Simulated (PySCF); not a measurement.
Compound: C₂H₉FGa₂O₂.
SMILES with atom numbers: `[CH3:1][O+:2]1[GaH2-:3][O+:4]([CH2:5][F:6])[GaH2-:7]1` (hydrogens: H8, H9, H10 on C1; H11, H12 on Ga3; H13, H14 on C5; H15, H16 on Ga7)

Geometry (PBE0-D3(BJ)/def2-SVP, Å), atoms numbered from 1 in this order:
```
atom  x, y, z in Å
C1    -2.5513   -0.5660    0.2574
O2    -1.1781   -0.2818    0.2694
Ga3    0.2979   -1.5242    0.4312
O4     1.2284    0.1866    0.1715
C5     2.5484    0.5496    0.1059
F6     2.6039    1.9058   -0.0578
Ga7   -0.2854    1.4525    0.0557
H8    -2.9231   -0.7965    1.2711
H9    -3.1186    0.2978   -0.1260
H10   -2.7698   -1.4247   -0.4003
H11    0.4149   -2.3937   -0.8673
H12    0.4841   -1.9900    1.9154
H13    3.0509    0.0839   -0.7626
H14    3.0824    0.3000    1.0419
H15   -0.4968    1.9352   -1.4171
H16   -0.4108    2.2609    1.3887
```

All values: wB97X-D/def2-SVPD (PySCF, non-relativistic), on one gas-phase PBE0-D3(BJ)/def2-SVP geometry that isn't relaxed in the solvent. The solvent is an IEF-PCM continuum (van der Waals radii × 1.2), and excitations are vertical TDDFT with non-equilibrium linear response and a frozen core. Only the electrostatic response of the medium enters. Spin–orbit coupling is left out although an atom past zinc is present.

```csv
run,E − E(gas) (kJ/mol),HOMO (eV),HOMO–LUMO gap (eV),dipole (D),lowest singlet (eV),static polarisability (au)
gas,0.00,-9.54,10.67,1.56,6.30,90.4
P,-16.48,-9.48,10.86,1.94,6.43,114.6
Q,-14.30,-9.48,10.83,1.88,6.40,110.8
```

Problem. The runs were made in chloroform and tetrahydrofuran. Which run belongs to which solvent?

Solution. P = tetrahydrofuran, Q = chloroform. The dielectric constants are 4.711 (chloroform), 7.426 (tetrahydrofuran), and the energy falls further as ε rises. The optical constants n² used for the excitations are 2.09, 1.97 in the same order. In this model the ground state sees the solvent through ε alone.

Problem. How constant is the ratio of the lowering to (ε − 1)/(2ε + 1)?

Solution. 
```csv
solvent,(ε − 1)/(2ε + 1),E − E(gas) (kJ/mol),ratio (kJ/mol),polarisation term (kJ/mol)
chloroform,0.356,-14.30,-40.1,-15.87
tetrahydrofuran,0.405,-16.48,-40.7,-18.59
```

The ratio changes by +1.3 % in size from chloroform to tetrahydrofuran. The polarisation term is half the interaction of the solute with the induced surface charges.

The pairwise dispersion term of wB97X-D wasn't added to the energies; at a given geometry it leaves orbitals and properties as they are.
